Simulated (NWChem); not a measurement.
# GaH$_{3}$; SMILES [GaH3]

All runs: NWChem. All runs use the structure optimised with PBE-D3(BJ)/def2-SVP. Level TPSS/def2-TZVP: single points from the atomic guess with DIIS by default; each run changes one setting, and all converged runs end within 0.3 mHa of each other. NWChem's automatic level shift, which a small gap switches on, acted in some of these runs.

**Question.** Which setting needs the most SCF iterations, or fails (defaults; DIIS on 3 Fock matrices; no level shifting; core-Hamiltonian guess; level shift of 0.5 Ha throughout; DIIS on 20 Fock matrices)?

**Answer.** core-Hamiltonian guess, with 14 against 6 for the defaults.
| setting | SCF iterations |
|---|---|
| defaults | 6 |
| DIIS on 20 Fock matrices | 6 |
| core-Hamiltonian guess | 14 |
| DIIS on 3 Fock matrices | 6 |
| no level shifting | 6 |
| level shift of 0.5 Ha throughout | 8 |
